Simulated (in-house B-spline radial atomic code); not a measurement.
Configurations of Mn³⁺, with energies counted from [Ar] 3d4. Method: non-relativistic PBE0, spin-polarised, spherical fractional occupations, exact exchange averaged over the configuration, point nucleus. Calculated with a radial B-spline atomic code at the basis-set limit. Shells without spins written out take the highest spin.

Occupations are held fixed; configurations that lie above the ionisation limit could autoionise.

```json
{"configuration": "[Ar] 3d3 4s1", "E - E(ref) (eV)": "14.863", "highest orbital": "4s up", "its <r> (bohr)": "2.264"}
{"configuration": "[Ar] 3d3 4p1", "E - E(ref) (eV)": "21.886", "highest orbital": "4p up", "its <r> (bohr)": "2.545"}
{"configuration": "[Ne] 3s2 3p5 3d5", "E - E(ref) (eV)": "42.582", "highest orbital": "3d up", "its <r> (bohr)": "1.011"}
```

Question: Order these further configurations by energy, lowest first.
A. [Ne] 3s2 3p5 3d4 4s1
B. [Ne] 3s2 3p5 3d4 4f1
C. [Ne] 3s2 3p5 3d4 4p1
D. [Ar] 3d3 4f1

Answer: D (38.393 eV), A (58.642 eV), C (65.737 eV), B (82.465 eV).
